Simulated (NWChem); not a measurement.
System: WNHSF2; SMILES [NH]=[W]([F])([F])=[S]

The following NWChem deck was run.

```
start job
memory heap 200 mb stack 900 mb global 1100 mb
geometry units angstroms
  W     -0.114949    -0.050894    -0.085629
  N     -0.271481    -1.160523    -1.469873
  H     -0.321245    -1.804374    -2.261191
  S      1.957963     0.163015     0.593735
  F     -0.814274     1.639192    -0.349165
  F     -1.160835    -0.470666     1.379437
end
basis spherical
  * library def2-svp
end
ecp
  W library def2-ecp
end
dft
  xc pbe0
  iterations 150
end
driver
  maxiter 120
end
task dft optimize
dft
  grid fine
  convergence energy 1d-8 density 1d-7
end
task dft freq numerical
```

Output (shortened):

```
             Northwest Computational Chemistry Package (NWChem) 7.3.0
             --------------------------------------------------------

 CS  symmetry detected

                             Geometry "geometry" -> ""
                             -------------------------

 Output coordinates in angstroms (scale by  1.889725989 to convert to a.u.)

  No.       Tag          Charge          X              Y              Z
 ---- ---------------- ---------- -------------- -------------- --------------
    1 W                   74.0000    -0.06303287    -0.15718591     0.00000000
    2 N                    7.0000    -1.76443118    -0.68364008     0.00000000
    3 H                    1.0000    -2.75141871    -0.94642486     0.00000000
    4 S                   16.0000     0.14475169     2.02480451     0.00000000
    5 F                    9.0000     0.96949124    -0.83517829     1.37474150
    6 F                    9.0000     0.96949124    -0.83517829    -1.37474150

 Effective nuclear repulsion energy (a.u.)     944.9140335235

      Symmetry information
      --------------------

 Group name             Cs
 Group number              2
 Group order               2
 No. of unique centers     5

                                Z-matrix (autoz)
                                --------

 Units are Angstrom for bonds and degrees for angles

      Type          Name      I     J     K     L     M      Value
      ----------- --------  ----- ----- ----- ----- ----- ----------
    1 Stretch                  1     2                       1.78099
    2 Stretch                  1     4                       2.19186
    3 Stretch                  1     5                       1.84816
    4 Stretch                  1     6                       1.84816
    5 Stretch                  2     3                       1.02137
    6 Bend                     2     1     4               112.63305
    7 Bend                     2     1     5               115.16789
    8 Bend                     2     1     6               115.16789
    9 Bend                     3     1     4               111.80055
   10 Bend                     3     1     5               115.64021
   11 Bend                     3     1     6               115.64021
   12 Bend                     4     1     5               108.19389
   13 Bend                     4     1     6               108.19389
   14 Bend                     5     1     6                96.11972
   15 Torsion                  1     4     2     3         180.00000
   16 Torsion                  1     5     2     3        -176.43975
   17 Torsion                  1     6     2     3         176.43975

                           NWChem Geometry Optimization
                           ----------------------------

 maximum gradient threshold         (gmax) =   0.000450
 rms gradient threshold             (grms) =   0.000300
 maximum cartesian step threshold   (xmax) =   0.001800
 rms cartesian step threshold       (xrms) =   0.001200
 fixed trust radius                (trust) =   0.300000
 source of zmatrix                         =   autoz

          -------------------
          Energy Minimization
          -------------------

 Using diagonal initial Hessian
 Scaling for Hessian diagonals: bonds = 1.00  angles = 0.25  torsions = 0.10

          --------
          Step   0

                                 NWChem DFT Module
                                 -----------------

 Summary of "ao basis" -> "ao basis" (spherical)
 ------------------------------------------------------------------------------
       Tag                 Description            Shells   Functions and Types
 ---------------- ------------------------------  ------  ---------------------
 W                          def2-svp                12       32   6s3p2d1f
 N                          def2-svp                 6       14   3s2p1d
 H                          def2-svp                 3        5   2s1p
 S                          def2-svp                 8       18   4s3p1d
 F                          def2-svp                 6       14   3s2p1d

      Symmetry analysis of basis
      --------------------------

        a'         63
        a"         34

            General Information
            -------------------
          SCF calculation type: DFT
          Wavefunction type:  closed shell.
          No. of atoms     :     6
          No. of electrons :    56
           Alpha electrons :    28
            Beta electrons :    28
          Charge           :     0
          Spin multiplicity:     1
          Use of symmetry is: on ; symmetry adaption is: on
          Maximum number of iterations: 150
          AO basis - number of functions:    97
                     number of shells:    41
          Convergence on energy requested:  1.00D-06
          Convergence on density requested:  1.00D-05
          Convergence on gradient requested:  5.00D-04

              XC Information
              --------------
                         PBE0 Method XC Functional
                     Hartree-Fock (Exact) Exchange  0.250
          PerdewBurkeErnzerhof Exchange Functional  0.750
            Perdew 1991 LDA Correlation Functional  1.000 local
           PerdewBurkeErnz. Correlation Functional  1.000 non-local

             Grid Information
             ----------------
          Grid used for XC integration:  medium
          Radial quadrature: Mura-Knowles
          Angular quadrature: Lebedev.
          Tag              B.-S. Rad. Rad. Pts. Rad. Cut. Ang. Pts.
          ---              ---------- --------- --------- ---------
          W                   1.35      123           9.0       590
          N                   0.65       49           9.0       434
          H                   0.35       45          11.0       434
          S                   1.00       88          11.0       590
          F                   0.50       49          10.0       434
          Grid pruning is: on
          Number of quadrature shells:   354
          Spatial weights used:  Erf1

      Superposition of Atomic Density Guess
      -------------------------------------

 Sum of atomic energies:        -723.85241827

      Non-variational initial energy
      ------------------------------

 Total energy =    -717.093562
 1-e energy   =   -1546.998713
 2-e energy   =     562.119950
 HOMO         =      -0.320363
 LUMO         =      -0.033950

      Symmetry analysis of molecular orbitals - initial
      -------------------------------------------------

  Numbering of irreducible representations:

     1 a'          2 a"

  Orbital symmetries:

     1 a'          2 a'          3 a"          4 a'          5 a'
     6 a'          7 a'          8 a"          9 a'         10 a'
    11 a"         12 a'         13 a'         14 a"         15 a'
    16 a'         17 a'         18 a"         19 a'         20 a'
    21 a"         22 a"         23 a'         24 a'         25 a'
    26 a"         27 a"         28 a'         29 a'         30 a"
    31 a'         32 a'         33 a'         34 a"         35 a'
    36 a"         37 a'         38 a'

   convergence    iter        energy       DeltaE   RMS-Dens  Diis-err
 ---------------- ----- ----------------- --------- --------- ---------
 d= 0,ls=0.0,diis     1   -719.2500339999 -9.87D+02  5.81D-02  3.78D+00
 d= 0,ls=0.0,diis     2   -712.4837529516  6.77D+00  5.15D-02  4.56D+01
 d= 0,ls=0.0,diis     3   -719.5084424182 -7.02D+00  1.05D-02  2.34D+00
 d= 0,ls=0.0,diis     4   -719.7442052090 -2.36D-01  1.82D-03  1.22D-01
 d= 0,ls=0.0,diis     5   -719.7528129390 -8.61D-03  1.47D-03  2.05D-02
  Resetting Diis
 d= 0,ls=0.0,diis     6   -719.7550566713 -2.24D-03  5.63D-04  5.53D-03
 d= 0,ls=0.0,diis     7   -719.7557663037 -7.10D-04  4.50D-04  2.18D-04
 d= 0,ls=0.0,diis     8   -719.7555203717  2.46D-04  3.34D-04  1.86D-03
 d= 0,ls=0.0,diis     9   -719.7557988181 -2.78D-04  3.72D-05  1.89D-05
 d= 0,ls=0.0,diis    10   -719.7557999930 -1.17D-06  1.84D-05  9.06D-06
 d= 0,ls=0.0,diis    11   -719.7558010595 -1.07D-06  3.50D-06  9.44D-08
 d= 0,ls=0.0,diis    12   -719.7558010764 -1.69D-08  1.39D-06  6.54D-09

         Total DFT energy =     -719.755801076408
      One electron energy =    -1549.299537069036
           Coulomb energy =      622.723867904970
    Exchange-Corr. energy =      -60.965332857017
 Nuclear repulsion energy =      267.785200944675

 Numeric. integr. density =       55.999997439130

                  Occupations of the irreducible representations
                  ----------------------------------------------

                     irrep           alpha         beta
                     --------     --------     --------
                     a'               19.0         19.0
                     a"                9.0          9.0

                       DFT Final Molecular Orbital Analysis
                       ------------------------------------

 Vector   26  Occ=2.000000D+00  E=-3.415397D-01  Symmetry=a'
              MO Center= -3.2D-01,  9.2D-01,  2.5D-12, r^2= 3.5D+00
   Bfn.  Coefficient  Atom+Function         Bfn.  Coefficient  Atom+Function
  ----- ------------  ---------------      ----- ------------  ---------------
    63      0.350359  4 S  py                37      0.269022  2 N  py
    60      0.256092  4 S  py                16      0.251904  1 W  d -2
    62      0.234749  4 S  px                40     -0.205570  2 N  py
    18      0.193452  1 W  d  0              59      0.186669  4 S  px
     8      0.175112  1 W  py                20      0.151575  1 W  d  2

[...]

      ----------------------
      Optimization converged
      ----------------------

  Step       Energy      Delta E   Gmax     Grms     Xrms     Xmax
  ---- ---------------- -------- -------- -------- -------- --------
@    7    -719.77178046 -3.3D-07  0.00006  0.00002  0.00058  0.00094
                                     ok       ok       ok       ok

                                Z-matrix (autoz)
                                --------

 Units are Angstrom for bonds and degrees for angles

      Type          Name      I     J     K     L     M      Value     Gradient
      ----------- --------  ----- ----- ----- ----- ----- ---------- ----------
    1 Stretch                  1     2                       1.72777    0.00002
    2 Stretch                  1     4                       2.12805   -0.00006
    3 Stretch                  1     5                       1.86271    0.00001
    4 Stretch                  1     6                       1.86271    0.00001
    5 Stretch                  2     3                       1.01614    0.00001
    6 Bend                     2     1     4               107.39784    0.00000
    7 Bend                     2     1     5               107.24562    0.00001
    8 Bend                     2     1     6               107.24562    0.00001
    9 Bend                     3     1     4                99.35600    0.00000
   10 Bend                     3     1     5               110.72874    0.00001
   11 Bend                     3     1     6               110.72874    0.00001
   12 Bend                     4     1     5               108.86196   -0.00003
   13 Bend                     4     1     6               108.86196   -0.00003
   14 Bend                     5     1     6               116.84070    0.00003
   15 Torsion                  1     4     2     3         180.00000   -0.00000
   16 Torsion                  1     5     2     3        -142.94609   -0.00000
   17 Torsion                  1     6     2     3         142.94609    0.00000

                         Geometry "geometry" -> "geometry"
                         ---------------------------------

 Output coordinates in angstroms (scale by  1.889725989 to convert to a.u.)

  No.       Tag          Charge          X              Y              Z
 ---- ---------------- ---------- -------------- -------------- --------------
    1 W                   74.0000     0.04644845    -0.22069529     0.00000000
    2 N                    7.0000    -1.58728726    -0.78291204     0.00000000
    3 H                    1.0000    -2.60220693    -0.73304821     0.00000000
    4 S                   16.0000    -0.01267355     1.90652830     0.00000000
    5 F                    9.0000     0.83028535    -0.80133784     1.58687017
    6 F                    9.0000     0.83028535    -0.80133784    -1.58687017

 Effective nuclear repulsion energy (a.u.)     956.9266065834

      Symmetry information
      --------------------

 Group name             Cs
 Group number              2
 Group order               2
 No. of unique centers     5

                Final and change from initial internal coordinates
                --------------------------------------------------

                                Z-matrix (autoz)
                                --------

 Units are Angstrom for bonds and degrees for angles

[...]

 Rotational Constants
 --------------------
 A=   0.103453 cm-1  (  0.148842 K)
 B=   0.074985 cm-1  (  0.107885 K)
 C=   0.066572 cm-1  (  0.095780 K)

 Temperature                      =   298.15K
 frequency scaling parameter      =   1.0000

 Zero-Point correction to Energy  =   12.820 kcal/mol  (  0.020430 au)
 Thermal correction to Energy     =   16.746 kcal/mol  (  0.026686 au)
 Thermal correction to Enthalpy   =   17.338 kcal/mol  (  0.027630 au)

 Total Entropy                    =   82.265 cal/mol-K
   - Translational                =   42.648 cal/mol-K (mol. weight = 268.9308)
   - Rotational                   =   27.525 cal/mol-K (symmetry #  =        1)
   - Vibrational                  =   12.092 cal/mol-K

 Cv (constant volume heat capacity) =   20.153 cal/mol-K
   - Translational                  =    2.979 cal/mol-K
   - Rotational                     =    2.979 cal/mol-K
   - Vibrational                    =   14.194 cal/mol-K

[normal modes left out]

 ----------------------------------------------------------------------------
 Normal Eigenvalue ||           Projected Infra Red Intensities
  Mode   [cm**-1]  || [atomic units] [(debye/angs)**2] [(KM/mol)] [arbitrary]
 ------ ---------- || -------------- ----------------- ---------- -----------
    1       -0.000 ||    0.000083           0.002         0.081       0.015
    2       -0.000 ||    0.000021           0.000         0.021       0.004
    3       -0.000 ||    0.000045           0.001         0.044       0.008
    4        0.000 ||    0.000544           0.013         0.530       0.100
    5        0.000 ||    0.000245           0.006         0.239       0.045
    6        0.000 ||    0.000619           0.014         0.604       0.113
    7      176.944 ||    0.005549           0.128         5.409       1.015
    8      182.984 ||    0.000279           0.006         0.272       0.051
    9      205.443 ||    0.004405           0.102         4.295       0.806
   10      263.608 ||    0.000285           0.007         0.278       0.052
   11      270.213 ||    0.003587           0.083         3.497       0.656
   12      550.542 ||    0.223723           5.161       218.096      40.929
   13      590.723 ||    0.047260           1.090        46.071       8.646
   14      605.783 ||    0.089529           2.066        87.278      16.379
   15      699.804 ||    0.104673           2.415       102.041      19.149
   16      711.592 ||    0.149636           3.452       145.872      27.375
   17     1055.471 ||    0.104782           2.417       102.147      19.169
   18     3659.066 ||    0.248637           5.736       242.383      45.487
 ----------------------------------------------------------------------------
```

Level: PBE0/def2-SVP with def2 effective core potentials on W. def2 effective core potentials on W; no spin-orbit coupling.
